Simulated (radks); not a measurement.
The technetium ion Tc+ inside a hard spherical wall (all orbitals vanish at R), configuration held at [Kr] 4d5 5s1 and not refilled when levels cross. Calculated with a radial shooting solver on a logarithmic mesh with Libxc functionals: scalar-relativistic Kohn-Sham, LDA (Slater exchange, Perdew-Wang correlation), spin-polarised, spherical densities, finite nucleus; open shells are filled with parallel spins first (spin-orbit coupling, left out, can overturn this in heavy ions); Fermi nuclear charge, rms radius 4.4112 fm. Eigenvalues in eV for spin up, with the zero of energy where the potential of the charges vanishes at infinity; a dash marks a level that is unbound or too diffuse for the functional's potential to be trusted. A positive occupied level is held by the wall or, in an anion where self-interaction has pushed it up, behind a barrier. The pressure on the wall is -dE/dV.

R (bohr) = free: E (hartree) -4281.06057; kinetic (hartree) 4419.150; e(4s) -81.943; e(4p) -54.055; e(4d) -15.398; e(5s) -12.431; e(5p, empty) -7.554; e(6s, empty) -3.176; pressure (GPa) 0
R (bohr) = 20: E (hartree) -4281.06057; kinetic (hartree) 4419.150; e(4s) -81.943; e(4p) -54.055; e(4d) -15.398; e(5s) -12.431; e(5p, empty) -7.554; e(6s, empty) -3.175; pressure (GPa) < 0.0001
R (bohr) = 15: E (hartree) -4281.06057; kinetic (hartree) 4419.150; e(4s) -81.943; e(4p) -54.055; e(4d) -15.398; e(5s) -12.431; e(5p, empty) -7.554; e(6s, empty) -3.144; pressure (GPa) < 0.0001
R (bohr) = 8: E (hartree) -4281.06006; kinetic (hartree) 4419.157; e(4s) -81.916; e(4p) -54.028; e(4d) -15.373; e(5s) -12.401; e(5p, empty) -7.438; e(6s, empty) -0.762; pressure (GPa) 0.0305
R (bohr) = 6: E (hartree) -4281.04866; kinetic (hartree) 4419.248; e(4s) -81.581; e(4p) -53.700; e(4d) -15.073; e(5s) -11.959; e(5p, empty) -6.467; e(6s, empty) 5.867; pressure (GPa) 1.18
R (bohr) = 3.5: E (hartree) -4280.48712; kinetic (hartree) 4421.921; e(4s) -75.699; e(4p) -48.074; e(4d) -9.323; e(5s) -0.081; e(5p, empty) 10.296; e(6s, empty) 62.573; pressure (GPa) 183
R (bohr) = 3: E (hartree) -4279.69630; kinetic (hartree) 4425.215; e(4s) -70.953; e(4p) -43.479; e(4d) -3.935; e(5s) 12.794; e(5p, empty) 26.317; e(6s, empty) 105.05; pressure (GPa) 644
R (bohr) = 2: E (hartree) -4270.22175; kinetic (hartree) 4460.348; e(4s) -39.944; e(4p) -10.477; e(4d) 37.088; e(5s) 119.21; e(5p, empty) 144.59; e(6s, empty) 366.50; pressure (GPa) 15200
R (bohr) = 1.5: E (hartree) -4241.18084; kinetic (hartree) 4550.314; e(4s) 27.847; e(4p) 64.470; e(4d) 124.52; e(5s) 346.89; e(5p, empty) 379.73; e(6s, empty) 829.93; pressure (GPa) 118000
